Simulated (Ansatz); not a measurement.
`O[SiH](F)O[SiH2]F`, charge 0, multiplicity 1.

(1) Give a relaxed structure at PBE0-D4/def2-TZVP (the Gaussian-basis code of Ansatz). (Best estimate.)

Results:

(1) Computed: 
```xyz
10

O     1.2319    1.5545    0.6389
Si   -0.1519    1.4307   -0.1944
F     0.0958    1.7206   -1.7369
O    -0.7895   -0.0626   -0.0985
Si   -0.4411   -1.6357    0.0799
F     1.1385   -1.7665    0.3048
H     1.9035    0.8756    0.5481
H    -1.0934    2.4247    0.3253
H    -1.1120   -2.1649    1.2835
H    -0.7819   -2.3763   -1.1506
```
This is one stationary point; other conformers may exist.
